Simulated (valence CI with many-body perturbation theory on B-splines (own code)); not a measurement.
## Tc IV in brief

Method: valence CI with perturbative core correlation (CI+MBPT): four valence electrons over a frozen Dirac-Fock core [Kr], a basis of 7 s, 7 p, 8 d, 6 f, 4 g, 1 h functions for each j, with the one-electron correlation potential Σ1 (screened to all orders), the two-electron term Σ2, the three-electron term Σ3, Breit, model QED; selected single and double excitations, second order for the rest, scaled by the run's own slope (own B-spline code, finite nucleus).

No measured levels were compared; by estimate terms of the open shell hold to 2 to 4 % of their energy, and close levels can change places; different configurations can be misplaced against each other by 1,000 to 8,000 cm⁻¹. Only levels of the ground parity were solved; by the run's estimate the other parity begins above the list, which can be wrong where configurations are misplaced.

Rates and lifetimes use the calculated energies. Strong lines usually hold to 10 to 20 %, long lifetimes can be off by a factor of two.

What is the ground level?

4d⁴ ⁵D_0, composition 97 % 4d⁴ ⁵D + 2 % 4d⁴ ³P.

How is the term ⁵D of the ground level split?

J = 0 at 0.0, J = 1 at 352, J = 2 at 959, J = 3 at 1738, J = 4 at 2636 cm⁻¹.

How well does LS coupling describe the low levels?

Among the lowest 20 levels the leading LS term, summed over configurations, holds 90 % on average. For single configurations the figures are 89 % in LS and 55 % in jj coupling. Terms mix most in the J = 3 level at 17352 cm⁻¹, where the leading one holds 62 %.

What is the ionisation energy?

42.341 eV; NIST lists 41 ± 1.7 eV (theoretical).
